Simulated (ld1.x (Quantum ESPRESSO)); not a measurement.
# germanium, ultrasoft: configuration errors across variants

* Element: Ge (Z = 32)
* Generator: ld1.x (Quantum ESPRESSO) 7.5
* Type: ultrasoft
* Functional: LDA (PZ)
* Relativity: fully relativistic
* Frozen core: [Ar] 3d10
* Valence charge: 4
* Reference configuration: 4s1.75 4p2.25
* Partial waves: 4s (bound): rcut 1.45, rcutus 1.55 bohr; 4s channel at -0.3 Ry: rcut 1.45, rcutus 1.55 bohr; 4p (bound): rcut 1.50, rcutus 1.70 bohr; 4p channel at 0.35 Ry: rcut 1.50, rcutus 1.70 bohr
* Local potential: all-electron potential smoothed inside 1.60 bohr (lloc = -1)
* Core correction: Bessel-smoothed model core inside 0.90 bohr
* Augmentation charge: PSQ, radius 1.30 bohr

Open shells are filled in proportion to 2j + 1 (rel_dist='average').

All-electron excitation energies from the reference (eV): (1) 4s2 4p2 -1.983; (2) 4s2 4p1 5.656; (3) 4s2 4p0 21.375; (4) 4s0 4p4 14.370; (5) 4s1 4p2 14.429; (6) 4s2 4p1.5 0.907; (7) 4s2 4p2.3 -2.911.

Errors AE − PS in meV (a dash: test not solved or not reliable):

```csv
change,(1),(2),(3),(4),(5),(6),(7),bound ghosts
base,-0.7,-3.1,-45,-33,-25,-0.1,-1.2,none
core correction none,+0.8,+5.3,+33,+50,+11,+2.0,+0.6,none
core correction Bessel-smoothed model core inside 0.76 bohr,-0.7,-3.1,-45,-33,-25,-0.1,-1.2,none
core correction Bessel-smoothed model core inside 1.10 bohr,-0.7,-3.1,-45,-33,-25,-0.1,-1.2,none
core correction Bessel-smoothed model core inside 1.32 bohr,-0.7,-3.1,-45,-33,-24,-0.1,-1.2,none
core correction Bessel-smoothed model core inside 1.52 bohr,-0.6,-3.1,-44,-31,-24,-0.1,-1.1,none
```

**Question.** Give the same row for: core correction Bessel-smoothed model core inside 1.76 bohr.

**Answer.** -0.5, -3.0, -43, -27, -22, 0.0, -1.0; bound ghosts: none.
